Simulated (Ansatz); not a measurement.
`FB[SiH2]Cl` + NH₃ → `N[SiH2]BF` + HCl at 600 K and 1 bar (ligand exchange at the Si–Cl bond).

Calculated with Ansatz (gas phase, PBE0-D4/def2-TZVP geometries, no zero-point term in ΔE). CCSD(T)/CBS is the MP2 limit (def2-TZVPP, def2-QZVPP) plus CCSD(T) − MP2 in def2-TZVPP, frozen cores. This one scheme is used for every species. One conformer a species, not always the lowest.

```
     species  CCSD(T)/CBS energy (Eh)  H − E (kJ/mol)  S (J/(mol·K))
`FB[SiH2]Cl`               -875.32301           136.6          396.3
         NH₃                -56.50880           112.4          219.5
 `N[SiH2]BF`               -471.43000           207.8          414.2
         HCl               -460.38127            35.4          207.2
```

H − E and S are ideal-gas, rigid-rotor, harmonic terms from PBE0-D4/def2-TZVP, for one conformer and one mirror image of each species. 1 Eh = 2625.50 kJ/mol, R = 8.31446 J/(mol·K).

By hand: ΔE, ΔH, ΔS and ΔG.

ΔE = (-471.43000) + (-460.38127) − (-875.32301) − (-56.50880) = 0.02054 Eh = 53.9 kJ/mol. Δ(H − E) = 207.8 + 35.4 − 136.6 − 112.4 = -5.8, so ΔH = 48.1 kJ/mol. ΔS = 414.2 + 207.2 − 396.3 − 219.5 = 5.6 J/(mol·K). ΔG = 48.1 − 600 × (5.6)/1000 = 44.7 kJ/mol.

By hand: the equilibrium constant, and the temperature at which ΔG would vanish if ΔH and ΔS stayed fixed.

log₁₀ K = −ΔG/(RT ln 10) = -3.9. ΔG = 0 at ΔH/ΔS = 8589 K, far beyond where these terms or the molecules hold.

The number of gas molecules stays the same, so ΔS is small and ΔH decides. A doubt of 5 kJ/mol in ΔE shifts log₁₀ K by 0.4 here. Other conformers and mirror images would add mixing entropy, several J/(mol·K) or more a flexible species. Modes under 60 cm⁻¹, often nearly free rotors, make the harmonic entropy too high. These are equilibria of isolated gas molecules and say nothing of rates. Largest T1 diagnostic: 0.013 (customary marks: 0.02 for closed shells, 0.045 for open ones).
